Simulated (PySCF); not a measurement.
**Nuclear quadrupole coupling in `C[SiH2]N[Si@H](C)P`**

C2H12NPSi2.
Numbering: `[CH3:1][SiH2:2][NH:3][Si@H:4]([CH3:5])[PH2:6]` (hydrogens: H7, H8, H9 on C1; H10, H11 on Si2; H12 on N3; H13 on Si4; H14, H15, H16 on C5; H17, H18 on P6)

Cartesian coordinates in Å at the GFN2-xTB level; atoms count from 1:
```
atom  x, y, z in Å
C1    -3.209    0.019   -0.629
Si2   -1.690    0.183    0.490
N3    -0.328   -0.386   -0.422
Si4    1.301   -0.611    0.111
C5     1.914    0.977    0.963
P6     2.437   -1.167   -1.751
H7    -3.090    0.582   -1.551
H8    -4.093    0.397   -0.126
H9    -3.401   -1.016   -0.895
H10   -1.833   -0.628    1.706
H11   -1.460    1.584    0.864
H12   -0.538   -0.756   -1.336
H13    1.405   -1.739    1.056
H14    2.978    0.927    1.178
H15    1.741    1.848    0.337
H16    1.390    1.135    1.900
H17    3.607   -1.459   -1.079
H18    2.861    0.116   -2.040
```

Field gradients from the PBE0/pcSseg-1 density (PySCF, non-relativistic), principal values in atomic units, ordered |Vxx| ≤ |Vyy| ≤ |Vzz|:

| atom | Vxx | Vyy | Vzz |
| --- | --- | --- | --- |
| N3 | 0.2121 | 0.5625 | -0.7746 |

Q: Find the asymmetry η = (Vxx − Vyy)/Vzz and the couplings χ = eQV/h (234.96 MHz × Q in barn × V in au), with Q(14N) = 0.02044 b.

A: 
| atom | environment | nucleus | η | χzz (MHz) | χxx (MHz) | χyy (MHz) |
| --- | --- | --- | --- | --- | --- | --- |
| N3 | nitrogen bridging silicon atoms | 14N | 0.45 | -3.720 | 1.019 | 2.702 |

Q: What is Vzz at N3 in SI units (1 au = 9.71736 × 10²¹ V/m²)?

A: -0.7746 au = -7.527 × 10²¹ V/m².

Q: And the gradient at the other heavy atoms, for which no coupling is worked out here?

A: 
| atom | environment | Vzz (au) | η |
| --- | --- | --- | --- |
| C1 | Si-methyl carbon | -0.054 | 0.15 |
| Si2 | SiH2 silicon | 0.309 | 0.16 |
| Si4 | SiH silicon | 0.271 | 0.82 |
| C5 | Si-methyl carbon | -0.048 | 0.29 |
| P6 | three-coordinate phosphorus | -0.968 | 0.46 |

Q: What couplings would deuterons (Q(2H) = 0.00286 b) have in place of the hydrogens, at this geometry?

A: 
| atom | bonded to | bond length (Å) | Vzz (au) | η | χzz (kHz) |
| --- | --- | --- | --- | --- | --- |
| H7 | C1 | 1.086 | 0.3246 | 0.01 | 218 |
| H8 | C1 | 1.085 | 0.3275 | 0.01 | 220 |
| H9 | C1 | 1.086 | 0.3244 | 0.01 | 218 |
| H10 | Si2 | 1.468 | 0.1571 | 0.03 | 106 |
| H11 | Si2 | 1.468 | 0.1578 | 0.03 | 106 |
| H12 | N3 | 1.008 | 0.4315 | 0.16 | 290 |
| H13 | Si4 | 1.475 | 0.1533 | 0.02 | 103 |
| H14 | C5 | 1.086 | 0.3254 | 0.01 | 219 |
| H15 | C5 | 1.087 | 0.3241 | 0.02 | 218 |
| H16 | C5 | 1.085 | 0.3274 | 0.01 | 220 |
| H17 | P6 | 1.381 | 0.2186 | 0.07 | 147 |
| H18 | P6 | 1.382 | 0.2171 | 0.07 | 146 |

One conformer (not necessarily the lowest) at the GFN2-xTB geometry, without solvent, vibrations or thermal averaging. GFN2-xTB bond lengths can be off by several hundredths of an ångström, more for odd bonds, and the gradients follow them. These gradients aren't converged with respect to the basis.
